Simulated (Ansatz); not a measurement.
A nudged elastic band was laid between two geometries of AlH$_{7}$O$_{2}$Si (11 atoms, charge 0, multiplicity 1).

Computed with Ansatz, RKS PBE0-D4/def2-SVP.

```
movable images  : 5
climbing image  : yes
spring          : 5.0 eV/Å²
optimiser       : quadratic models (default)
start path      : through a guess of the saddle point
force threshold : 0.05 eV/Å
iteration limit : 60
end points      : relaxed
```

Initial state:

```xyz
11
Properties=species:S:1:pos:R:3
Al -0.059 0.184 0.267
O -0.679 0.085 1.905
Si -1.496 -0.690 3.103
H -2.495 -1.661 2.556
H -0.557 -1.442 3.995
H -2.225 0.309 3.947
H 1.443 -0.314 0.053
H -1.137 0.120 -0.898
O 0.272 2.128 0.642
H 1.198 2.407 0.640
H -0.023 2.110 1.571
```

Final state:

```xyz
11
Properties=species:S:1:pos:R:3
Al -0.053 0.475 0.143
O -0.193 0.073 2.082
Si -1.451 -0.578 3.034
H -1.742 -1.903 2.435
H -0.944 -0.704 4.427
H -2.636 0.320 2.993
H 1.100 -0.414 -0.506
H -1.572 0.334 -0.327
O 0.435 2.045 0.796
H 1.148 2.595 0.468
H 0.149 0.993 2.237
```

Q: Which bonds break or form, and what moves?

A: Bonds broken: O9–H11. Bonds formed: O2–H11.

Q: Give the energies along the band, and the barrier.

A: It converged. The highest image is number 4 of 0 to 6, 0.41 eV above the first end and 0.09 eV above the last; the last end lies 0.32 eV above the first. The profile has 2 maxima (images 1, 4) with wells between them (image 3): this band takes more than one step, which may be the mechanism or a detour left from its start path. A vibrational analysis at the climbing image gives one clearly imaginary mode, 771i cm⁻¹: a first-order saddle point. The orbitals stay closed-shell, which can raise the energy where a bond breaks towards radicals; this wasn't checked here.

```tsv
image	path coordinate (Å)	energy (eV)	O9–H11 (Å)	O2–H11 (Å)
0	0.00	0.00	0.98	2.15
1	0.89	0.04	0.97	2.30
2	1.79	0.01	0.97	2.26
3	2.68	0.01	0.98	2.04
4	3.58	0.41	1.30	1.15
5	4.90	0.34	1.76	1.00
6	6.22	0.32	1.81	0.99
```

Q: What is the geometry of the highest image?

A: 
```xyz
11
Properties=species:S:1:pos:R:3
Al 0.081 0.336 0.127
O -0.858 0.353 1.790
Si -1.441 -0.587 3.055
H -2.167 -1.744 2.463
H -0.316 -1.068 3.909
H -2.368 0.243 3.877
H 1.109 -0.872 0.103
H -0.865 0.709 -1.095
O 0.691 1.832 1.034
H 0.583 2.733 0.715
H -0.208 1.302 1.806
```

Run time: 13 min on 2 threads of Intel(R) Xeon(R) Platinum 8259CL CPU @ 2.50GHz (Skylake/Cascade Lake), on a shared host, peak memory 0.23 GiB.
